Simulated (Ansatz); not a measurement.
Geometry optimisation, UHF/def2-SVP in Ansatz.

Input file:

```yaml
crystal:
  periodic: [false, false, false]
  atoms:
    - { symbol: Sn, position_ang: [0.004514, -0.001892, -0.113619] }
    - { symbol: H, position_ang: [0.065277, -0.034533, 1.616025] }
    - { symbol: H, position_ang: [1.588673, 0.017187, -0.750324] }
    - { symbol: H, position_ang: [-0.826551, 1.39969, -0.633238] }
    - { symbol: H, position_ang: [-0.821788, -1.383249, -0.687585] }
    - { symbol: "N", position_ang: [0.335118, -0.21837, 3.866145] }
    - { symbol: H, position_ang: [-0.60978, -0.560028, 4.023412] }
    - { symbol: H, position_ang: [0.266338, 0.781194, 4.040984] }
magnetization:
  spin_polarized: true
  initial_magnetization: 1
basis:
  gaussian: { orbitals: def2-SVP }
hamiltonian:
  xc: hf
relax:
  f_tol: 0.03
  max_steps: 50
```

Command:

```bash
$ ansatz run input.yaml --threads 1 --pin off --max-ram 2048MiB --backend cpu --events-out ev --progress --plain --runs-dir out
```

Q: Where does it end, and by what steps?

A: The run converged. The force dipped under the threshold on the way, but the program's further checks kept it going. After 17 steps the energy has fallen by 0.114 eV; N6 moved furthest, 1.02 Å.

```tsv
step	energy less start (eV)	largest force component (eV/Å)	accepted
0	0.0000	0.623	yes
1	-0.0378	1.075	yes
2	-0.0656	1.033	yes
3	-0.0984	0.059	yes
4	-0.1033	0.113	yes
5	-0.0881	0.954	no
6	-0.1071	0.042	yes
7	-0.1077	0.268	yes
8	-0.1100	0.118	yes
9	-0.1122	0.039	yes
10	-0.1130	0.007	yes
11	-0.0061	2.832	no
12	-0.1049	0.802	no
13	-0.1125	0.240	no
14	-0.1132	0.061	yes
15	-0.1133	0.093	yes
16	-0.1135	0.075	yes
17	-0.1136	0.002	yes
```

```xyz
8
Properties=species:S:1:pos:R:3
Sn -0.033 0.025 -0.407
H -0.058 0.062 1.305
H 1.589 0.018 -0.943
H -0.835 1.408 -1.008
H -0.828 -1.386 -0.948
N 0.138 -0.101 4.861
H -0.420 -0.682 4.242
H 0.450 0.657 4.260
```

Whether the end is a true minimum wasn't checked by a vibrational analysis.

Run time: 21 s on 1 thread of Arm Neoverse V2, on a shared host, peak memory 0.14 GiB.
